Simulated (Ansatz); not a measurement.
Reaction (SMILES): C=[CH][Ge]([Br])([Br])[Br] [tribromo(ethenyl)germane] + C (CH4) + 3 [GeH4] (GeH4) -> C=C (C2H4) + [CH3][GeH3] [methylgermane] + 3 [GeH3][Br]
Geometries: B3LYP-D3(BJ)/def2-TZVP minima from Ansatz (an electronic-structure program), one conformer each, not searched for the lowest.

Property: bond separation energy (electronic energy difference), in eV. Valence correlation only, unless marked. No spin-orbit coupling. The frozen core is the preceding noble-gas configuration, with the filled d and f shells of earlier blocks. Non-relativistic. CBS(X,Y): correlation extrapolated as X^-3; Hartree-Fock from the larger set.

CCSD(T)/CBS(cc-pVTZ,cc-pVQZ) (Ansatz) gives 0.23 eV.

### Question
Another calculation gave 0.23 eV. Which level was it?
A. BHLYP/def2-TZVPD (Ansatz)
B. B2GP-PLYP/def2-TZVPD (Ansatz)
C. B97M-V/def2-TZVPD (Ansatz)

### Answer
B, B2GP-PLYP/def2-TZVPD (Ansatz). The others give 0.34 (B97M-V), 0.08 (BHLYP) eV.
